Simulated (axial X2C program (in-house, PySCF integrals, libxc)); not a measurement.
# Potential curves of TiB⁺, with spin–orbit coupling

Calculated with an axial X2C code built on PySCF integrals. Two-component (2c) means X2C with spin–orbit coupling and atomic mean-field two-electron Coulomb and Gaunt terms. Basis: Ti dyall-cv3z [10s10p6d4f2g], B dyall-v3z [7s6p2d1f] (cores contracted in-house); Gaussian nuclei, density fitting, unrestricted open shells. Masses: Ti 47.948 u, B 11.009 u.

State: Ω = 4 (⟨Sz⟩ = 2.00, ⟨Lz⟩ = 2.00 at HF). Energies in kJ/mol from the fragments at the same level (Ti+ + B). Fits are polynomials in 1 − R0/R over 0.85 to 1.23 times the lowest point R0.

| R (Å) | CCSD(T) |
| --- | --- |
| 1.8910 | -156.69 |
| 1.9533 | -165.86 |
| 2.0157 | -171.00 |
| 2.0780 | -172.35 |
| 2.1507 | -169.77 |
| 2.2235 | -163.47 |
| 2.3170 | -150.97 |

Correlated methods: 14 electrons correlated (number of frozen shells: Ti 2 s, 1 p; B 1 s), 260 virtual spin orbitals or spinors in MP2, 90 natural virtuals in coupled cluster.

The state is a single determinant with fixed occupations, the lowest that a limited PBE0 search found. De is counted from the lowest determinant-based energies of the atoms at the same level, without counterpoise correction. CCSD and (T) use frozen natural virtuals with an MP2 correction for the truncation; (T) itself is uncorrected, so its De runs slightly low. A 2c atom that is not at its ground J level misses part of its spin–orbit lowering, and De is too large by that part (0.04 eV or less for light atoms). This holds for CCSD(T). PBE0 can misorder states that lie within some tenths of an eV, so this need not be the ground state of the molecule. The nearest other 2c determinant of the search, Ω = 3, lies 0.46 eV up at the distance of the search. With several unpaired electrons one determinant need not be a pure state. Open-shell Ω = 0 determinants with evenly filled partner blocks cannot be reached by this program, so the Ω shown need not be the lowest component. The T1 diagnostic is large, a sign of multireference character. Coupled cluster ran on the points near the minimum only. MP2 and coupled cluster on one determinant become unreliable at the stretched end.

(1) What are Re, ωe and De at the CCSD(T) level?

Results:

(1) At CCSD(T), 2c: Re = 2.071 Å, ωe ≈ 523 cm⁻¹, De = 1.79 eV to Ti+ + B; Be follows as 0.439 cm⁻¹.
